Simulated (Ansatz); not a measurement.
Computed with Ansatz on PBE0-D4/def2-TZVP structures; ΔE is electronic, products minus reactants. CBS: MP2 limit from def2 TZ/QZ plus the TZ coupled-cluster correction, frozen cores. This one scheme is used for every species, atoms too. Functionals use def2-TZVPP. B3LYP here is the variant with VWN-RPA as its local correlation; programs differ in this. Open shells (•) are unrestricted, without spin–orbit coupling. Spin–orbit coupling would lower the free atoms: a little for Al, C, F, O. Each species was taken in one conformer, which may not be the lowest.

`O=[CH][AlH][F]` → Al• + C• + F• + 2 H• + O•  (atomization)

`O=[CH][AlH][F]`:

Z-matrix (Å, degrees):
```
C
Al 1 2.014
O 1 1.211 2 115.6
H 1 1.117 2 125.9 3 -180.0
F 2 1.650 1 118.7 3 -180.0
H 2 1.572 1 121.3 3 0.0
```

```tsv
level	ΔE (kJ/mol)
PBE-D4	2323.7
B3LYP-D4	2255.6
revPBE	2229.1
MP2/def2-SVP	2208.9
```

Question: What does CCSD(T)/CBS give? (Estimate.)

Answer: The calculation gave: +2273.3 kJ/mol. The listed levels differ from it by 50.4, -17.7, -44.2, -64.4 kJ/mol.

Largest T1 diagnostic among the species: 0.018.

From PBE to PBE0 (25 % exact exchange), in def2-TZVPP and without D4, ΔE moves by −80.3 kJ/mol: exact exchange takes away binding that semilocal exchange gives to molecules. Leaving LDA and LC-ωPBE aside and taking each functional with its dispersion term where it has one, the values, not all of them listed here, spread over 176.2 kJ/mol, from BHLYP-D4 to PBE-D4. LDA lies +302.5 kJ/mol from PBE without D4, its usual overbinding. At CCSD(T), def2-SVP lies −135.8 kJ/mol from the extrapolated value and def2-TZVPP −70.4 kJ/mol: correlation converges slowly with the basis, and small sets miss more of it in the bonded molecule than in its fragments.

For atomizations the MP2-based limit and the directly extrapolated one differ by several kJ/mol either way, and by 10 to 25 for some Ge, Se and Sn compounds, so smaller differences from it don't rank the levels.
